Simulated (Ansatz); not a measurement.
Program: Ansatz. Geometries: PBE0-D4/def2-TZVP. ΔE: electronic, gas phase. CCSD(T)/CBS is the MP2 limit (def2-TZVPP, def2-QZVPP) plus CCSD(T) − MP2 in def2-TZVPP, frozen cores. Functionals use def2-TZVPP. B3LYP here is the variant with VWN-RPA as its local correlation; programs differ in this. One conformer a species, not always the lowest.

`C[CH](C)[AlH][Cl]` + `O[SiH]([SiH3])O[SiH3]` → `O[SiH]([SiH3])[AlH][Cl]` + `CC(C)O[SiH3]`  (redistribution)

| level | ΔE (kJ/mol) |
| --- | --- |
| CAM-B3LYP-D4 | 171.2 |
| ωB97X-V | 163.3 |
| ωB97M-V | 174.0 |
| B2PLYP | 172.0 |
| PBE | 144.8 |
| B3LYP | 164.6 |
| LC-ωPBE | 163.7 |
| CCSD/def2-SVP | 151.6 |

**Question.** What does CCSD(T)/CBS give? (Best estimate.)

**Answer.** The calculation gave: +171.5 kJ/mol. The listed levels differ from it by -0.3, -8.2, 2.5, 0.5, -26.7, -6.9, -7.8, -19.9 kJ/mol.

Largest T1 diagnostic among the species: 0.013.

At CCSD(T), def2-SVP lies −22.5 kJ/mol from the extrapolated value and def2-TZVPP −2.1 kJ/mol. From PBE to PBE0 (25 % exact exchange), in def2-TZVPP and without D4, ΔE moves by +8.4 kJ/mol. Leaving LDA and LC-ωPBE aside and taking each functional with its dispersion term where it has one, the values, not all of them listed here, spread over 29.8 kJ/mol, from revPBE-D4 to BHLYP-D4.
